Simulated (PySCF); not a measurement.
Stretching AsP

Set-up: As def2-TZVPP, P def2-TZVPP; no relativity (PySCF 2.14). Energies in eV from As + P in their ground configurations at the same level. State: ¹Σ⁺ (singlet), closed shell.

All columns are ωB97X. A positive dipole means As(−)P(+).

| R (Å) | E (eV) | μ (D) | Mulliken charge on As (basis-dependent) | HOMO (eV) | LUMO (eV) | Mayer bond order | ⟨S²⟩ |
| --- | --- | --- | --- | --- | --- | --- | --- |
| 1.710 | -2.686 | -0.33 | 0.07 | -10.13 | 0.33 | 2.92 | 0.00 |
| 1.790 | -3.746 | -0.40 | 0.06 | -10.21 | 0.06 | 2.93 | 0.00 |
| 1.870 | -4.307 | -0.47 | 0.05 | -10.23 | -0.20 | 2.94 | 0.00 |
| 1.929 | -4.483 | -0.51 | 0.05 | -10.03 | -0.39 | 2.95 | 0.00 |
| 1.989 | -4.499 | -0.55 | 0.06 | -9.85 | -0.57 | 2.96 | 0.00 |
| 2.049 | -4.391 | -0.59 | 0.07 | -9.68 | -0.75 | 2.97 | 0.00 |
| 2.128 | -4.101 | -0.64 | 0.07 | -9.48 | -0.98 | 2.98 | 0.00 |
| 2.228 | -3.577 | -0.70 | 0.08 | -9.24 | -1.25 | 2.99 | 0.00 |
| 2.347 | -2.808 | -0.76 | 0.08 | -8.99 | -1.55 | 3.00 | 0.00 |
| 2.506 | -1.675 | -0.82 | 0.08 | -8.71 | -1.91 | 3.01 | 0.00 |

A fit through these points gives, at Re = 1.965 Å, μ = -0.54 D and dμ/dR = -0.703 D/Å; the reduced mass is 21.91 u.

How strong is the fundamental in the double-harmonic approximation, I = 42.26·(dμ/dR)²/μred km/mol?

I = 42.26·(-0.703)²/21.91 = 0.953 km/mol at ωB97X.
